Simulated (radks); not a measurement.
Task: Species: Hg III. Configuration: [Xe] 4f14 5d10. Calculated with a radial shooting solver on a logarithmic mesh with Libxc functionals: scalar-relativistic Kohn-Sham, PBEsol, spin-polarised, spherical densities, finite nucleus; Fermi nuclear charge, rms radius 5.4648 fm. Some entries of the table are withheld. Estimate them.

| orbital | occ. | eigenvalue (eV) | <r^2> (bohr^2) | <r> (bohr) |
|---|---|---|---|---|
| 1s | 2 | -83126.01 | 0.0003811 | 0.01660 |
| 2s | 2 | -14749.92 | 0.005800 | 0.06995 |
| 2p | 6 | -12728.28 | 0.004899 | 0.06329 |
| 3s | 2 | -3514.703 | 0.03737 | (1) |
| 3p | 6 | -2930.292 | 0.03850 | 0.1822 |
| 3d | 10 | -2313.788 | 0.03188 | 0.1651 |
| 4s | 2 | -787.3356 | 0.1800 | 0.3994 |
| 4p | 6 | -595.6245 | 0.2058 | 0.4256 |
| 4d | 10 | -367.7848 | 0.2329 | 0.4490 |
| 5s | 2 | -137.3795 | 0.9122 | 0.9018 |
| 4f | 14 | -115.1456 | 0.2811 | 0.4826 |
| 5p | 6 | -85.8139 | 1.221 | 1.039 |
| 5d | 10 | -28.8115 | 2.428 | 1.441 |
| 6s | 0 | -23.3469 | 6.281 | (2) |
| 6p | 0 | -14.7362 | 10.36 | 3.033 |

Result: 
(1) 3s <r> (bohr): 0.1807
(2) 6s <r> (bohr): 2.364
